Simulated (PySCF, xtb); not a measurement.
AlH2IO2, SMILES [OH][Al]([OH])[I]. One conformer was computed; it need not be the lowest.

Harmonic wavenumbers (cm⁻¹) from GFN2-xTB (xtb) at its own minimum, in rising order: 121, 162, 205, 234, 317, 399, 405, 407, 821, 991, 3801, 3803.

Q: What does PBE0-D3(BJ)/def2-SVP (PySCF 2.14.0) give at its own minimum? (Estimate from the structure and the level; the computed values follow.)

A: 146, 193, 237, 289, 342, 343, 530, 589, 812, 982, 3995, 3995. Paired by order, the mean absolute difference is 78 cm⁻¹ and the zero-point energies are 16.7 and 17.8 kcal/mol.
